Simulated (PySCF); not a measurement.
# Electron correlation in Tl⁶³⁺ (thallium, charge +63)

[Ar], closed-shell 1S. All numbers are calculated (PySCF 2.14, the spin-free X2C one-electron Hamiltonian (Gaussian nucleus), in an even-tempered Gaussian basis (17 s from 18 bohr⁻², ratio 2.5; 12 p from 24 bohr⁻², ratio 2.5; 4 d from 97 bohr⁻², ratio 2.7; 4 f from 150 bohr⁻², ratio 2.7)). Frozen: 1s2; 16 electrons correlated; the 17 highest virtual orbitals of each spin left out.

```tsv
level	correlation energy (mhartree)
CCSD	-718.95
(T)	-0.59
CCSD(T)	-719.54
```

Diagnostics: T1 = 0.00013, D1 = 0.0003, largest double amplitude 0.011.

Cost of the coupled-cluster step: roughly 17 core-seconds, for 16 correlated electrons.

At this charge the one-electron X2C treatment keeps the bare 1/r₁₂, with no two-electron picture change or Breit term. The effect here is smaller than on the frozen 1s shell; and a scalar Hamiltonian misses the large spin-orbit splitting of the p shells, which matters for ns² → np² pairs.
